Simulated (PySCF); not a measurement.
Magnetisability: `CC#CC#CC#CC(=O)O`, C$_{8}$H$_{4}$O$_{2}$

Molfile (atoms numbered from 1):
```
C8H4O2
     RDKit          3D

 14 13  0  0  0  0  0  0  0  0999 V2000
   -4.6797    0.4298    0.2644 C   0  0  0  0  0  0  0  0  0  0  0  0
   -3.2507    0.3071    0.1660 C   0  0  0  0  0  0  0  0  0  0  0  0
   -2.0472    0.2045    0.0842 C   0  0  0  0  0  0  0  0  0  0  0  0
   -0.7096    0.0876   -0.0126 C   0  0  0  0  0  0  0  0  0  0  0  0
    0.5012   -0.0212   -0.1080 C   0  0  0  0  0  0  0  0  0  0  0  0
    1.8352   -0.1369   -0.2024 C   0  0  0  0  0  0  0  0  0  0  0  0
    3.0398   -0.2501   -0.3155 C   0  0  0  0  0  0  0  0  0  0  0  0
    4.4634   -0.3518   -0.3363 C   0  0  0  0  0  0  0  0  0  0  0  0
    5.1791   -0.1208    0.6060 O   0  0  0  0  0  0  0  0  0  0  0  0
    4.9273   -0.7383   -1.5369 O   0  0  0  0  0  0  0  0  0  0  0  0
   -4.9415    1.3703    0.7504 H   0  0  0  0  0  0  0  0  0  0  0  0
   -5.0847   -0.3948    0.8520 H   0  0  0  0  0  0  0  0  0  0  0  0
   -5.1280    0.4082   -0.7295 H   0  0  0  0  0  0  0  0  0  0  0  0
    5.8947   -0.7939   -1.5089 H   0  0  0  0  0  0  0  0  0  0  0  0
  1  2  1  0
  2  3  3  0
  3  4  1  0
  4  5  3  0
  5  6  1  0
  6  7  3  0
  7  8  1  0
  8  9  2  0
  8 10  1  0
  1 11  1  0
  1 12  1  0
  1 13  1  0
 10 14  1  0
M  END
```

Level of theory: GIAO LDA/cc-pVDZ magnetisability, rotational g tensor and spin-rotation constants, non-relativistic, gas phase (PySCF). Geometry: GFN2-xTB.

(1) How diamagnetic is it, and how anisotropic?

(2) Split it along the inertial axes a, b, c into diamagnetic and paramagnetic parts about the centre of mass, with the quadrupole moment.

(3) And the rotational g tensor?

Results:

(1) Isotropic -1296 × 10⁻³⁰ J/T², or -78.0 × 10⁻⁶ cm³/mol; principal values -1461, -1267, -1159 × 10⁻³⁰ J/T², anisotropy 266 × 10⁻³⁰ J/T² (root of half the summed squared differences of the principal values). The susceptibility is in cgs units.

(2) 
```csv
axis,χ (10⁻⁶ cm³/mol),diamagnetic (10⁻⁶ cm³/mol),paramagnetic (10⁻⁶ cm³/mol),summed x² of all electrons (Å²),quadrupole Θ (D Å)
a,-88.0,-204.1,116.1,892.0,+35.90
b,-69.8,-3839.8,3770.0,35.0,-20.69
c,-76.3,-3933.1,3856.8,13.1,-15.21
```
Anisotropies 2χaa − χbb − χcc = -29.9 and 2χbb − χaa − χcc = +24.8 × 10⁻⁶ cm³/mol. Θ is traceless in Buckingham's convention.

(3) 
| axis | rotational constant (GHz) | g | nuclear part | electronic part |
| --- | --- | --- | --- | --- |
| a | 11.3343 | -0.0673 | 0.5507 | -0.6180 |
| b | 0.3083 | +0.0004 | 0.5464 | -0.5461 |
| c | 0.3007 | +0.0008 | 0.5457 | -0.5449 |

Asymmetric top; isotopes 12C, 1H, 16O; no vibrational averaging.
